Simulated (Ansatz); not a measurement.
`C[SiH](O)Cl` and `BC[SiH](C)Cl` differ in one atom or group.

Ansatz, PBE0-D4/def2-TZVP geometries, multiplicity 1. Each molecule was computed in one conformer, which needn't be the lowest.

```tsv
property	`C[SiH](O)Cl`
HOMO–LUMO gap (PBE/def2-TZVPP) / eV	6.95
HOMO energy (PBE0/def2-TZVPP) / eV	-8.62
HOMO–LUMO gap (PBE0/def2-TZVPP) / eV	9.22
LUMO energy (PBE0/def2-TZVPP) / eV	0.61
LUMO energy (PBE/def2-TZVPP) / eV	-0.28
HOMO–LUMO gap (B3LYP/def2-TZVPP) / eV	8.66
```

Problem. What does the change do to each property? (Best estimate.)

Solution. Ansatz gave: 
```csv
property,`BC[SiH](C)Cl`,shift
HOMO–LUMO gap (PBE/def2-TZVPP) / eV,4.96,-1.99
HOMO energy (PBE0/def2-TZVPP) / eV,-8.56,0.06
HOMO–LUMO gap (PBE0/def2-TZVPP) / eV,7.24,-1.98
LUMO energy (PBE0/def2-TZVPP) / eV,-1.32,-1.93
LUMO energy (PBE/def2-TZVPP) / eV,-2.30,-2.02
HOMO–LUMO gap (B3LYP/def2-TZVPP) / eV,6.79,-1.87
```

With PBE0 the HOMO rises by 0.06 eV and the LUMO falls by 1.93 eV, so the gap narrows by about 1.99 eV. PBE moves the HOMO by -0.03 eV and ωB97M-V by 0.09 eV.

B3LYP here is the variant with VWN-RPA as its local correlation; programs differ in this.
